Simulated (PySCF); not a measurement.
Sn(Cl)2(NH2)2 (Cl2H4N2Sn), SMILES [NH2][Sn]([NH2])([Cl])[Cl].

The structure is a stationary point at r2SCAN-D4/def2-SVP. The structure was generated by enumeration; whether it is a known compound was not checked. The def2 effective core potentials stand for the cores of Sn; spin–orbit coupling is left out. One conformer was computed; it need not be the lowest.

The numbers are results of M06-2X/def2-TZVP in PySCF, not measurements.

| Quantity | Value |
|---|---|
| total energy | -1246.67091 hartree |
| point group | C2 |
| highest occupied level | -9.66 eV |
| lowest empty level | -0.86 eV |
| orbital gap | 8.80 eV |
| dipole moment | 1.56 D |
| quadrupole, principal values (traceless, Buckingham form, about the centre of nuclear charge) | -7.78, -6.28, 14.05 D·Å |
| mean static polarisability | 76.2 bohr³ (11.30 Å³) |
| polarisability, principal values | 69.2, 77.2, 82.2 bohr³ |
